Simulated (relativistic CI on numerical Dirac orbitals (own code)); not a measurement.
Ta¹⁷⁺: sensitivity of the levels to the model

Base calculation: Dirac-Coulomb-Breit CI, orbitals from a KLI potential per configuration, model QED, unscaled Slater integrals.

CI space (outside the closed core [Ar] 3d10): 4s²4p⁶4d¹⁰4f¹⁰, 4s²4p⁶4d¹⁰4f⁹5s, 4s²4p⁶4d¹⁰4f⁸5s², 4s²4p⁶4d¹⁰4f⁸5s5p, 4s²4p⁶4d¹⁰4f⁹5p, 4s²4p⁶4d⁹4f¹¹, 4s²4p⁶4d¹⁰4f⁹6s, 4s²4p⁶4d⁸4f¹², 4s²4p⁶4d¹⁰4f⁹5f, 4s²4p⁵4d¹⁰4f¹¹, 4s²4p⁶4d¹⁰4f⁹7s, 4s²4p⁴4d¹⁰4f¹², 4p⁶4d¹⁰4f¹². Levels of other configurations are missing.

The lowest level and the first level of each name with at least 55 % of one term (blank where a level has no safe partner in the second run):

| Level | Base (cm⁻¹) | Shift (cm⁻¹) |
| --- | --- | --- |
| 4s²4p⁶4d¹⁰4f¹⁰ ⁵I8 | 0.0 | 0.0 |
| 4s²4p⁶4d¹⁰4f¹⁰ ⁵I7 | 13096.4 | +429.4 |
| 4s²4p⁶4d¹⁰4f¹⁰ ⁵I6 | 20937.9 | +383.8 |
| 4s²4p⁶4d¹⁰4f¹⁰ ⁵I4 | 31010.8 | +237.1 |
| 4s²4p⁶4d¹⁰4f¹⁰ ⁵F4 | 37718.8 | -339.4 |
| 4s²4p⁶4d¹⁰4f¹⁰ ³K8 | 39187.3 | +447.0 |
| 4s²4p⁶4d¹⁰4f¹⁰ ⁵F3 | 42743.3 | -176.6 |
| 4s²4p⁶4d¹⁰4f¹⁰ ⁵G6 | 43195.7 | -211.0 |
| 4s²4p⁶4d¹⁰4f¹⁰ ⁵F1 | 45095.4 | -364.8 |
| 4s²4p⁶4d¹⁰4f¹⁰ ³K7 | 50822.1 | +809.6 |
| 4s²4p⁶4d¹⁰4f⁹5s ⁷H°8 | 51730.8 | -2970.8 |
| 4s²4p⁶4d¹⁰4f¹⁰ ³H6 | 53759.3 | +428.1 |
| 4s²4p⁶4d¹⁰4f¹⁰ ³L9 | 54832.9 | +1035.0 |
| 4s²4p⁶4d¹⁰4f¹⁰ ⁵G5 | 56496.4 | +330.0 |

At this charge transitions that keep the count of f electrons are usually good to a few per cent. Terms inside the open d or f shell come out 10 to 20 % too wide with unscaled integrals. Levels that differ in their count of f electrons can be misplaced by several ten thousand cm⁻¹, since the correlation energy of f electrons is missing or only estimated; rates across such gaps can be off by orders of magnitude.

Q: One thing was changed in a second run, which moved the levels as shown. Which?
A. valence Slater integrals scaled by 0.9
B. only the first 3 configurations
C. Breit term removed
D. QED terms removed
E. configuration mixing switched off

A: C. Breit term removed. The Breit term mainly narrows fine-structure intervals, so removing it widens them.

LS names give the leading component of a level, which can be under half, so a name can repeat, a term be missing and a line seem to break the LS rules.
